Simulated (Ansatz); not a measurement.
Ansatz (a first-principles code) input (HF/6-31G*):

Ansatz 0.2 input:
```yaml
crystal:
  periodic: [false, false, false]
  atoms:
    - {symbol: S, position_ang: [1.29285133, 0.07887735, 0.35522861]}
    - {symbol: S, position_ang: [-0.41798132, -0.44850522, -0.42891766]}
    - {symbol: O, position_ang: [-1.55364810, 0.56711363, 0.18636505]}
    - {symbol: H, position_ang: [-1.56873548, 1.37713680, -0.31189553]}
basis:
  gaussian:
    orbitals: 6-31G*
hamiltonian:
  xc: {name: HF}
magnetization: {spin_polarized: true, initial_magnetization: 1}
phonons: {temperatures: {t_min: 298.15, t_max: 298.15, t_step: 100}}
```

Output:

```
Functional definition: HF
integrals: 0.01 GiB planned
520 factors; integrals over basis functions are off by at most 3.2e-4 eV
mean field: 0.17 GiB planned
mean field evaluation 1: about -23682.9635 eV, gradient 2.1e1 eV
mean field evaluation 2: about -23683.0485 eV, gradient 2.1e1 eV
mean field evaluation 4: about -23685.2186 eV, gradient 2.3e0 eV
mean field evaluation 8: about -23685.3805 eV, gradient 6.3e-1 eV
mean field evaluation 16: about -23684.6502 eV, gradient 4.5e0 eV
mean field evaluation 32: about -23684.3414 eV, gradient 9.1e-1 eV
mean field evaluation 64: about -23684.2080 eV, gradient 4.4e-1 eV
mean field -23685.41553205 eV, -870.4229662514 hartree, gradient 3.4e-5 eV, S^2 0.762146; 0 other end points of the search recorded, 0 dependent functions left out
the calculation of the forces begins
reference -23685.41553205 eV, -870.4229662514 hartree; 21, 20 occupied and 34, 35 virtual orbitals, 520 factors
these checks for a lower state are left out or cut short: stability, starts, cluster_reference, orbital_swaps, neighbouring_geometries, increment
integrals: 0.01 GiB planned
520 factors; integrals over basis functions are off by at most 3.2e-4 eV
mean field: 0.17 GiB planned
mean field -23685.41547401 eV, -870.4229641186 hartree, gradient 3.4e-6 eV, S^2 0.762126; 0 other end points of the search recorded, 0 dependent functions left out
the calculation of the forces begins
reference -23685.41547401 eV, -870.4229641186 hartree; 21, 20 occupied and 34, 35 virtual orbitals, 520 factors
these checks for a lower state are left out or cut short: stability, starts, cluster_reference, orbital_swaps, neighbouring_geometries, increment
integrals: 0.01 GiB planned
520 factors; integrals over basis functions are off by at most 3.2e-4 eV
mean field: 0.17 GiB planned
mean field -23685.41547385 eV, -870.4229641127 hartree, gradient 4.1e-6 eV, S^2 0.762165; 0 other end points of the search recorded, 0 dependent functions left out
the calculation of the forces begins
reference -23685.41547385 eV, -870.4229641127 hartree; 21, 20 occupied and 34, 35 virtual orbitals, 520 factors
these checks for a lower state are left out or cut short: stability, starts, cluster_reference, orbital_swaps, neighbouring_geometries, increment
integrals: 0.01 GiB planned
520 factors; integrals over basis functions are off by at most 3.2e-4 eV
mean field: 0.17 GiB planned
mean field evaluation 96: about -23685.4155 eV, gradient 2.5e-6 eV
mean field -23685.41552443 eV, -870.4229659716 hartree, gradient 2.5e-6 eV, S^2 0.762136; 0 other end points of the search recorded, 0 dependent functions left out
the calculation of the forces begins
reference -23685.41552443 eV, -870.4229659716 hartree; 21, 20 occupied and 34, 35 virtual orbitals, 520 factors
these checks for a lower state are left out or cut short: stability, starts, cluster_reference, orbital_swaps, neighbouring_geometries, increment
integrals: 0.01 GiB planned
520 factors; integrals over basis functions are off by at most 3.2e-4 eV
mean field: 0.17 GiB planned
mean field -23685.41552396 eV, -870.4229659544 hartree, gradient 2.6e-6 eV, S^2 0.762156; 0 other end points of the search recorded, 0 dependent functions left out
the calculation of the forces begins
reference -23685.41552396 eV, -870.4229659544 hartree; 21, 20 occupied and 34, 35 virtual orbitals, 520 factors
these checks for a lower state are left out or cut short: stability, starts, cluster_reference, orbital_swaps, neighbouring_geometries, increment
integrals: 0.01 GiB planned
520 factors; integrals over basis functions are off by at most 3.2e-4 eV
mean field: 0.17 GiB planned
mean field -23685.41552051 eV, -870.4229658276 hartree, gradient 3.0e-6 eV, S^2 0.762132; 0 other end points of the search recorded, 0 dependent functions left out
the calculation of the forces begins
reference -23685.41552051 eV, -870.4229658276 hartree; 21, 20 occupied and 34, 35 virtual orbitals, 520 factors
these checks for a lower state are left out or cut short: stability, starts, cluster_reference, orbital_swaps, neighbouring_geometries, increment
integrals: 0.01 GiB planned
520 factors; integrals over basis functions are off by at most 3.2e-4 eV
mean field: 0.17 GiB planned
mean field -23685.41551995 eV, -870.4229658068 hartree, gradient 3.2e-6 eV, S^2 0.762159; 0 other end points of the search recorded, 0 dependent functions left out
the calculation of the forces begins
reference -23685.41551995 eV, -870.4229658068 hartree; 21, 20 occupied and 34, 35 virtual orbitals, 520 factors
these checks for a lower state are left out or cut short: stability, starts, cluster_reference, orbital_swaps, neighbouring_geometries, increment
integrals: 0.01 GiB planned
520 factors; integrals over basis functions are off by at most 3.2e-4 eV
[...]
these checks for a lower state are left out or cut short: stability, starts, cluster_reference, orbital_swaps, neighbouring_geometries, increment
integrals: 0.01 GiB planned
520 factors; integrals over basis functions are off by at most 3.2e-4 eV
mean field: 0.17 GiB planned
mean field -23685.41550317 eV, -870.4229651904 hartree, gradient 2.8e-6 eV, S^2 0.762127; 0 other end points of the search recorded, 0 dependent functions left out
the calculation of the forces begins
reference -23685.41550317 eV, -870.4229651904 hartree; 21, 20 occupied and 34, 35 virtual orbitals, 520 factors
these checks for a lower state are left out or cut short: stability, starts, cluster_reference, orbital_swaps, neighbouring_geometries, increment
integrals: 0.01 GiB planned
520 factors; integrals over basis functions are off by at most 3.2e-4 eV
mean field: 0.17 GiB planned
mean field -23685.41547219 eV, -870.4229640516 hartree, gradient 2.1e-6 eV, S^2 0.762144; 0 other end points of the search recorded, 0 dependent functions left out
the calculation of the forces begins
reference -23685.41547219 eV, -870.4229640516 hartree; 21, 20 occupied and 34, 35 virtual orbitals, 520 factors
these checks for a lower state are left out or cut short: stability, starts, cluster_reference, orbital_swaps, neighbouring_geometries, increment
integrals: 0.01 GiB planned
520 factors; integrals over basis functions are off by at most 3.2e-4 eV
mean field: 0.17 GiB planned
mean field evaluation 160: about -23685.4155 eV, gradient 2.3e-4 eV
mean field -23685.41547488 eV, -870.4229641506 hartree, gradient 2.2e-6 eV, S^2 0.762148; 0 other end points of the search recorded, 0 dependent functions left out
the calculation of the forces begins
reference -23685.41547488 eV, -870.4229641506 hartree; 21, 20 occupied and 34, 35 virtual orbitals, 520 factors
these checks for a lower state are left out or cut short: stability, starts, cluster_reference, orbital_swaps, neighbouring_geometries, increment
integrals: 0.01 GiB planned
520 factors; integrals over basis functions are off by at most 3.2e-4 eV
mean field: 0.17 GiB planned
mean field -23685.41536447 eV, -870.4229600930 hartree, gradient 3.1e-6 eV, S^2 0.762138; 0 other end points of the search recorded, 0 dependent functions left out
the calculation of the forces begins
reference -23685.41536447 eV, -870.4229600930 hartree; 21, 20 occupied and 34, 35 virtual orbitals, 520 factors
these checks for a lower state are left out or cut short: stability, starts, cluster_reference, orbital_swaps, neighbouring_geometries, increment
integrals: 0.01 GiB planned
520 factors; integrals over basis functions are off by at most 3.2e-4 eV
mean field: 0.17 GiB planned
mean field -23685.41536306 eV, -870.4229600412 hartree, gradient 3.0e-6 eV, S^2 0.762153; 0 other end points of the search recorded, 0 dependent functions left out
the calculation of the forces begins
reference -23685.41536306 eV, -870.4229600412 hartree; 21, 20 occupied and 34, 35 virtual orbitals, 520 factors
these checks for a lower state are left out or cut short: stability, starts, cluster_reference, orbital_swaps, neighbouring_geometries, increment
integrals: 0.01 GiB planned
520 factors; integrals over basis functions are off by at most 3.2e-4 eV
mean field: 0.17 GiB planned
mean field -23685.41545868 eV, -870.4229635553 hartree, gradient 2.3e-6 eV, S^2 0.762139; 0 other end points of the search recorded, 0 dependent functions left out
the calculation of the forces begins
reference -23685.41545868 eV, -870.4229635553 hartree; 21, 20 occupied and 34, 35 virtual orbitals, 520 factors
these checks for a lower state are left out or cut short: stability, starts, cluster_reference, orbital_swaps, neighbouring_geometries, increment
integrals: 0.01 GiB planned
520 factors; integrals over basis functions are off by at most 3.2e-4 eV
mean field: 0.17 GiB planned
mean field -23685.41545537 eV, -870.4229634335 hartree, gradient 2.1e-6 eV, S^2 0.762152; 0 other end points of the search recorded, 0 dependent functions left out
the calculation of the forces begins
reference -23685.41545537 eV, -870.4229634335 hartree; 21, 20 occupied and 34, 35 virtual orbitals, 520 factors
these checks for a lower state are left out or cut short: stability, starts, cluster_reference, orbital_swaps, neighbouring_geometries, increment
integrals: 0.01 GiB planned
520 factors; integrals over basis functions are off by at most 3.2e-4 eV
mean field: 0.17 GiB planned
mean field evaluation 192: about -23685.4155 eV, gradient 1.7e-6 eV
mean field -23685.41552186 eV, -870.4229658772 hartree, gradient 1.7e-6 eV, S^2 0.762147; 0 other end points of the search recorded, 0 dependent functions left out
the calculation of the forces begins
reference -23685.41552186 eV, -870.4229658772 hartree; 21, 20 occupied and 34, 35 virtual orbitals, 520 factors
these checks for a lower state are left out or cut short: stability, starts, cluster_reference, orbital_swaps, neighbouring_geometries, increment
integrals: 0.01 GiB planned
520 factors; integrals over basis functions are off by at most 3.2e-4 eV
mean field: 0.17 GiB planned
mean field -23685.41552059 eV, -870.4229658304 hartree, gradient 1.6e-6 eV, S^2 0.762145; 0 other end points of the search recorded, 0 dependent functions left out
the calculation of the forces begins
reference -23685.41552059 eV, -870.4229658304 hartree; 21, 20 occupied and 34, 35 virtual orbitals, 520 factors
these checks for a lower state are left out or cut short: stability, starts, cluster_reference, orbital_swaps, neighbouring_geometries, increment
integrals: 0.01 GiB planned
520 factors; integrals over basis functions are off by at most 3.2e-4 eV
mean field: 0.17 GiB planned
mean field -23685.41539892 eV, -870.4229613592 hartree, gradient 2.9e-6 eV, S^2 0.762148; 0 other end points of the search recorded, 0 dependent functions left out
the calculation of the forces begins
reference -23685.41539892 eV, -870.4229613592 hartree; 21, 20 occupied and 34, 35 virtual orbitals, 520 factors
these checks for a lower state are left out or cut short: stability, starts, cluster_reference, orbital_swaps, neighbouring_geometries, increment
integrals: 0.01 GiB planned
520 factors; integrals over basis functions are off by at most 3.2e-4 eV
mean field: 0.17 GiB planned
mean field -23685.41539923 eV, -870.4229613704 hartree, gradient 2.9e-6 eV, S^2 0.762143; 0 other end points of the search recorded, 0 dependent functions left out
the calculation of the forces begins
reference -23685.41539923 eV, -870.4229613704 hartree; 21, 20 occupied and 34, 35 virtual orbitals, 520 factors
these checks for a lower state are left out or cut short: stability, starts, cluster_reference, orbital_swaps, neighbouring_geometries, increment
integrals: 0.01 GiB planned
520 factors; integrals over basis functions are off by at most 3.2e-4 eV
mean field: 0.17 GiB planned
mean field -23685.41547608 eV, -870.4229641947 hartree, gradient 2.4e-6 eV, S^2 0.762146; 0 other end points of the search recorded, 0 dependent functions left out
the calculation of the forces begins
reference -23685.41547608 eV, -870.4229641947 hartree; 21, 20 occupied and 34, 35 virtual orbitals, 520 factors
these checks for a lower state are left out or cut short: stability, starts, cluster_reference, orbital_swaps, neighbouring_geometries, increment
integrals: 0.01 GiB planned
520 factors; integrals over basis functions are off by at most 3.2e-4 eV
mean field: 0.17 GiB planned
mean field -23685.41547719 eV, -870.4229642355 hartree, gradient 2.5e-6 eV, S^2 0.762145; 0 other end points of the search recorded, 0 dependent functions left out
the calculation of the forces begins
reference -23685.41547719 eV, -870.4229642355 hartree; 21, 20 occupied and 34, 35 virtual orbitals, 520 factors
Total energy: -23685.41553205 eV, -870.4229662514 hartree
Atom 0 at     1.292851     0.078877     0.355229 Å, force    -0.000054     0.000099     0.000118 eV/Å
Atom 1 at    -0.417981    -0.448505    -0.428918 Å, force     0.000290    -0.000294    -0.000579 eV/Å
Atom 2 at    -1.553648     0.567114     0.186365 Å, force    -0.000504     0.000485     0.000692 eV/Å
Atom 3 at    -1.568735     1.377137    -0.311896 Å, force     0.000267    -0.000290    -0.000230 eV/Å
Dipole moment:    -0.057658     0.238899    -0.270871 e Å
Vibrations: 317.33 356.32 606.36 863.22 1301.42 4063.46 cm⁻¹, zero-point energy 0.465444 eV
```

The blocks after the first are displaced geometries, from whose forces the wavenumbers follow.
